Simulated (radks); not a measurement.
The numbers below are computed, except where a source is named.
Coulomb parameter of the 4f shell of neutral gadolinium in the model configuration [Xe] 4f6 5d1 6s2 6p1, as a second difference U = [E(n + 0.25) + E(n - 0.25) - 2 E(n)] / (0.25)^2 with all orbitals relaxed. "Bare": the charge of the atom changes with n. "Screened": the 6p shell takes up the change at fixed total charge, which measures U(4f,4f) + U(6p,6p) - 2 U(4f,6p). Code: a radial shooting solver on a logarithmic mesh with Libxc functionals. Model: scalar-relativistic Kohn-Sham, BLYP, spin-unpolarised, spherical densities, finite nucleus; Fermi nuclear charge, rms radius 5.1569 fm.

case,configuration,E - E(n) (eV)
start,[Xe] 4f6 5d1 6s2 6p1,0.000
bare +0.25,[Xe] 4f6.25 5d1 6s2 6p1,-4.156
bare -0.25,[Xe] 4f5.75 5d1 6s2 6p1,5.130
screened +0.25,[Xe] 4f6.25 5d1 6s2 6p0.75,-3.805
screened -0.25,[Xe] 4f5.75 5d1 6s2 6p1.25,4.421

U(bare) = 15.587 eV, U(screened by 6p) = 9.862 eV, against the Slater integral F0(4f,4f) = 31.048 eV with frozen orbitals. The step up makes a negative ion, whose loosely bound charge lowers the bare value.
